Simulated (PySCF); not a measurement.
# ORD: SMILES [C@H]1(B(F)F)[SiH2]C[C@@H]1F, C$_{3}$H$_{6}$BF$_{3}$Si

Geometry:
```json
{"atom": "F1", "x (Å)": "2.118", "y (Å)": "-0.782", "z (Å)": "1.529"}
{"atom": "B2", "x (Å)": "1.866", "y (Å)": "-0.837", "z (Å)": "0.229"}
{"atom": "F3", "x (Å)": "2.650", "y (Å)": "-1.678", "z (Å)": "-0.427"}
{"atom": "C4", "x (Å)": "0.681", "y (Å)": "-0.100", "z (Å)": "-0.430"}
{"atom": "Si5", "x (Å)": "-1.036", "y (Å)": "-1.005", "z (Å)": "-0.369"}
{"atom": "C6", "x (Å)": "-1.442", "y (Å)": "0.788", "z (Å)": "0.150"}
{"atom": "C7", "x (Å)": "0.055", "y (Å)": "1.102", "z (Å)": "0.295"}
{"atom": "F8", "x (Å)": "0.402", "y (Å)": "2.297", "z (Å)": "-0.294"}
{"atom": "H9", "x (Å)": "0.891", "y (Å)": "0.169", "z (Å)": "-1.465"}
{"atom": "H10", "x (Å)": "-1.503", "y (Å)": "-1.495", "z (Å)": "-1.662"}
{"atom": "H11", "x (Å)": "-1.167", "y (Å)": "-2.000", "z (Å)": "0.693"}
{"atom": "H12", "x (Å)": "-1.863", "y (Å)": "1.389", "z (Å)": "-0.655"}
{"atom": "H13", "x (Å)": "-2.028", "y (Å)": "0.979", "z (Å)": "1.044"}
{"atom": "H14", "x (Å)": "0.375", "y (Å)": "1.173", "z (Å)": "1.338"}
```

Theory: TDDFT B3LYP/def2-SVPD circular dichroism and optical rotation, one conformer, gas phase (PySCF 2.14.0). Geometry: GFN2-xTB.

The molecule is flexible and this is one conformer; a measurement averages over conformers. States above about 8.4 eV (minus the energy of the highest occupied orbital) lie near or above the ionisation threshold and depend on the basis.

Stereocentres: C4 R, C7 S.

Give the optical rotatory dispersion at 633, 589.3, 546, 436, 405, 365, 355 nm.

[α] in deg dm⁻¹ (g/mL)⁻¹:
| λ (nm) | origin-invariant length gauge | modified velocity gauge | length gauge (centre of mass) | isotropic polarisability (au) |
| --- | --- | --- | --- | --- |
| 633 | +126.8 | +119.2 | +126.9 | 75.4 |
| 589.3 | +148.9 | +139.9 | +149.0 | 75.7 |
| 546 | +177.4 | +166.7 | +177.5 | 76.0 |
| 436 | +305.0 | +286.3 | +305.2 | 77.5 |
| 405 | +368.4 | +345.8 | +368.8 | 78.2 |
| 365 | +487.6 | +457.3 | +488.2 | 79.4 |
| 355 | +527.2 | +494.4 | +527.9 | 79.8 |

And for the mirror image at 589.3 nm?

-148.9 deg dm⁻¹ (g/mL)⁻¹ (origin-invariant length gauge): the same size and the opposite sign.

What is the molar rotation [Φ] = [α]·M/100 of the geometry above at 589.3 nm?

With M = 137.97 g/mol, +205.5 deg cm² dmol⁻¹ (origin-invariant length gauge).

The first excitation lies at 6.86 eV (181 nm) with R = -2.5 × 10⁻⁴⁰ esu² cm² (velocity form).
